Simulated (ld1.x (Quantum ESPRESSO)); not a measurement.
## iodine (I): one change to a PAW potential, before and after

* Element: iodine (I)
* Generator: ld1.x (Quantum ESPRESSO) 7.5
* Type: PAW
* Functional: LDA (PZ)
* Relativity: scalar-relativistic
* Frozen core: [Kr]
* Valence charge: 17
* Reference configuration: 4d10 5s2 5p5
* Partial waves: 5s (bound): rcut 1.30, rcutus 1.80 bohr; 5s channel at 1.45 Ry: rcut 1.30, rcutus 1.80 bohr; 5p (bound): rcut 1.75, rcutus 1.95 bohr; 5p channel at 2.3 Ry: rcut 1.75, rcutus 1.95 bohr; 4d (bound): rcut 1.20, rcutus 1.45 bohr; 4d channel at -1.15 Ry: rcut 1.20, rcutus 1.45 bohr
* Local potential: all-electron potential smoothed inside 1.75 bohr (lloc = -1)
* Core correction: Bessel-smoothed model core inside 0.95 bohr
* Augmentation charge: PSQ, radius 1.20 bohr

Change: waves 5s (bound): rcut 1.30, rcutus 2.42 bohr; 5s channel at 1.45 Ry: rcut 1.30, rcutus 2.42 bohr.

Cutoffs: the cutoffs (Ry, on a coarse ladder) from which the occupation-weighted sum of valence levels, in a spherical-Bessel basis at the reference potential, stays within 10 and 1 mRy of its value at 400 Ry; they do not see the model core or the augmentation charge, which bear on the density cutoff. Errors are all-electron minus pseudo energies relative to the spin-unpolarised reference configuration.

How do hardness, ghosts and transferability respond?

The potential gets neither clearly harder nor softer (70 Ry and 120 Ry → 70 Ry and 120 Ry); the d channel sets the loose cutoff, while the largest relative change is in s, which becomes softer; of the 9 tests that both files solve, the error grows in 0 and shrinks in 2 by more than 15 % and 0.3 meV (median size 9.1 → 9.1 meV); neither file shows a bound ghost.

| quantity | base | changed |
| --- | --- | --- |
| cutoff, loose | 70 Ry | 70 Ry |
| cutoff, tight | 120 Ry | 120 Ry |
| loose cutoff by channel (10 mRy a level) | s 10 Ry, p 6 Ry, d 45 Ry | s 6 Ry, p 6 Ry, d 45 Ry |
| bound ghosts | none | none |
| error for 4d10 5s2 5p4, meV [ΔE 11.30 eV] | -3.2 | -3.1 |
| error for 4d10 5s2 5p3, meV [ΔE 31.37 eV] | -9.1 | -9.1 |
| error for 4d10 5s2 5p2, meV [ΔE 60.98 eV] | -20 | -20 |
| error for 4d10 5s2 5p1, meV [ΔE 100.78 eV] | -39 | -38 |
| error for 4d9 5s2 5p5, meV [ΔE 58.31 eV] | -143 | -99 |
| error for 4d9 5s2 5p6, meV [ΔE 45.77 eV] | -131 | -89 |
| error for 4d10 5s2 5p4.5, meV [ΔE 4.61 eV] | -1.3 | -1.3 |
| error for 4d10 5s2 5p5 (spin-polarised), meV [ΔE -0.12 eV] | 0.0 | 0.0 |
| error for 4d10 5s2 5p4 (spin-polarised), meV [ΔE 10.74 eV] | -3.4 | -3.1 |
| lowest overlap eigenvalue by channel | s 0.43, p 0.50, d 0.20 | s 0.32, p 0.50, d 0.20 |
